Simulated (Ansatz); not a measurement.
TcO3Cl (TcClO3). Charge 0, multiplicity 3. Geometry r2SCAN-D4/def2-SVP, that of the neutral singlet; atoms count from 1.

```xyz
5

Tc   -0.080   -0.036    0.071
O     0.376   -1.513    0.715
O    -0.283    1.073    1.308
O    -1.521   -0.212   -0.763
Cl    1.508    0.689   -1.330
```

In the def2 sets Tc takes a core potential; there is no spin–orbit coupling. At PBE0-D4/def2-TZVP a singlet of charge 0 lies 3.23 eV below the triplet at the same geometry.

Q: Estimate the Mulliken populations from the PBE0/def2-TZVP orbitals of Ansatz.

A: 
| atom | charge (e) | spin (α − β) | d electrons |
| --- | --- | --- | --- |
| Tc1 | 1.56 | 0.43 | 4.78 |
| O2 | -0.37 | 0.81 | – |
| O3 | -0.39 | 0.62 | – |
| O4 | -0.51 | 0.10 | – |
| Cl5 | -0.30 | 0.04 | – |
Mulliken values and Mayer orders depend strongly on the basis.

Q: Where does the spin sit?

A: Summed by element: Tc 0.43, O 1.53, Cl 0.04, of 2 unpaired in all. Largest on single atoms: O2 0.81, O3 0.62, Tc1 0.43.

Q: And the Mayer bond orders between bonded heavy atoms (over 0.3)?

A: Tc1–O2 1.29 (1.67 Å); Tc1–O3 1.46 (1.67 Å); Tc1–O4 1.75 (1.67 Å); Tc1–Cl5 0.98 (2.24 Å).
